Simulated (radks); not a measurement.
Problem. The table gives one normalised radial function P(r) = r R(r) of Ni0.25+ in [Ar] 3d8.75 4s1 (r in bohr). All-electron calculation, scalar-relativistic Kohn-Sham, SCAN, spin-unpolarised, spherical densities, finite nucleus; meta-GGA in the generalised Kohn-Sham scheme; Fermi nuclear charge, rms radius 3.7757 fm. Program: a radial shooting solver on a logarithmic mesh with Libxc functionals.

r	P
0.005348	0.0383
0.006127	0.0428
0.00702	0.0476
0.008043	0.0527
0.009214	0.0581
0.01056	0.0637
0.01209	0.0694
0.01386	0.0750
0.01588	0.0803
0.01819	0.0850
0.02084	0.0888
0.02387	0.0912
0.02735	0.0918
0.03134	0.0899
0.0359	0.0850
0.04113	0.0764
0.0475	0.0628
0.05442	0.0451
0.06235	0.0227
0.07143	-0.0042
0.08184	-0.0346
0.09376	-0.0671
0.1074	-0.0991
0.1231	-0.1277
0.141	-0.1489
0.1615	-0.1585
0.1851	-0.1527
0.212	-0.1287
0.2429	-0.0855
0.2783	-0.0249
0.3189	0.0481
0.3653	0.1246
0.4219	0.1975
0.4834	0.2458
0.5538	0.2636
0.6345	0.2438
0.7269	0.1843
0.8328	0.0895
0.9541	-0.0308
1.093	-0.1654
1.252	-0.3063
1.435	-0.4281
1.644	-0.5270
1.883	-0.5969
2.158	-0.6323
2.472	-0.6313
2.832	-0.5958
3.245	-0.5310
3.747	-0.4401
4.293	-0.3446
4.919	-0.2512
5.635	-0.1694
6.456	-0.1048
7.397	-0.0590
8.474	-0.0300
9.709	-0.0135

Which n and l does it have? It may be an empty orbital.

Solution. n = 4, l = 0: the number of nodes gives n - l - 1 = 3, the rise at small r (about r^(l+1)) gives l, and the extent must fit the shell. The curve is that of 4s. 4s: eigenvalue -6.447 eV, 3 radial nodes at r = 0.0700, 0.292, 0.923 bohr, <r> = 2.86 bohr, 90 % of the charge inside 4.39 bohr.
